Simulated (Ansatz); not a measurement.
Reaction (isomerisation): `C[C](=O)[SnH3]` → `C[O][Sn][CH3]`

Computed with Ansatz on PBE0-D4/def2-TZVP structures; ΔE is electronic, products minus reactants. CCSD(T)/CBS is the MP2 limit (def2-TZVPP, def2-QZVPP) plus CCSD(T) − MP2 in def2-TZVPP, frozen cores. DFT in def2-TZVPP. B3LYP here is the variant with VWN-RPA as its local correlation; programs differ in this. def2 core potentials past Kr. For Sn outer-core shells are correlated without core-valence functions, which leaves a few kJ/mol of doubt a bond. Each species was taken in one conformer, which may not be the lowest.

`C[C](=O)[SnH3]`:

Z-matrix (Å, degrees):
```
C
C 1 1.501
H 1 1.094 2 109.3
H 1 1.094 2 109.4 3 116.5
H 1 1.091 2 110.9 3 -121.7
O 2 1.200 1 122.9 3 121.6
Sn 2 2.224 1 117.8 3 -58.4
H 7 1.710 2 110.2 1 -59.7
H 7 1.702 2 107.8 1 179.9
H 7 1.710 2 110.2 1 59.5
```

`C[O][Sn][CH3]`:

```xyz
10

C     1.573   -0.338    0.304
O     0.794   -0.121    1.444
Sn   -1.131    0.313    1.597
C    -1.602    0.335   -0.547
H     2.410    0.371    0.281
H     1.013   -0.228   -0.633
H     1.998   -1.349    0.325
H    -1.385   -0.635   -1.005
H    -1.009    1.092   -1.070
H    -2.660    0.560   -0.696
```

```json
{"level": "PBE-D4", "ΔE (kJ/mol)": "-125.8", "difference from CCSD(T)/CBS": "9.4"}
{"level": "ωB97X-V", "ΔE (kJ/mol)": "-117.6", "difference from CCSD(T)/CBS": "17.6"}
{"level": "B2PLYP", "ΔE (kJ/mol)": "-134.4", "difference from CCSD(T)/CBS": "0.8"}
{"level": "PBE", "ΔE (kJ/mol)": "-124.5", "difference from CCSD(T)/CBS": "10.7"}
{"level": "PBE0", "ΔE (kJ/mol)": "-122.7", "difference from CCSD(T)/CBS": "12.5"}
{"level": "B3LYP", "ΔE (kJ/mol)": "-133.7", "difference from CCSD(T)/CBS": "1.5"}
{"level": "SCS-MP2/def2-TZVPP", "ΔE (kJ/mol)": "-132.8", "difference from CCSD(T)/CBS": "2.4"}
{"level": "HF/def2-QZVPP", "ΔE (kJ/mol)": "-113.4", "difference from CCSD(T)/CBS": "21.8"}
{"level": "MP2/def2-QZVPP", "ΔE (kJ/mol)": "-147.0", "difference from CCSD(T)/CBS": "-11.8"}
{"level": "CCSD/CBS(def2)", "ΔE (kJ/mol)": "-137.8", "difference from CCSD(T)/CBS": "-2.6"}
{"level": "CCSD(T)/CBS", "ΔE (kJ/mol)": "-135.2", "difference from CCSD(T)/CBS": "0"}
```

Largest T1 diagnostic among the species: 0.017.

In def2-TZVPP, CCSD(T) changes the Hartree–Fock value by −8.1 kJ/mol (the triples alone add +2.6 kJ/mol) and MP2 by −25.9 kJ/mol.
